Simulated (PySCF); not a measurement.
## Levels of Cu²⁴⁺ from EOM-EA-GCCSD

Reference: closed-shell Cu²⁵⁺, [He] 2s2; one electron is added. Calculated with PySCF 2.14, two-component X2C-1e with screened spin-orbit coupling, an even-tempered Gaussian basis (17 s from 1.8 bohr⁻², ratio 2.6; 12 p from 2.3 bohr⁻², ratio 2.6; 7 d from 2.4 bohr⁻², ratio 2.8; 4 f from 49 bohr⁻², ratio 2.8); frozen nothing; the 34 highest virtual spinors dropped; of the others 50 kept and the rest restored at second order. No Breit or QED terms. Binding energies in eV.

```tsv
level	Koopmans	second order	EOM-CCSD
2p1/2	2310.3	2310.7	2309.1
2p3/2	2285.6	2286.2	2285.3
```

For comparison, the ionisation energy of Cu²⁴⁺ is 2307.3 ± 1 eV (semi-empirical (NIST evaluation); NIST Atomic Spectra Database, ionization energies).

Only part of the computed levels is shown.
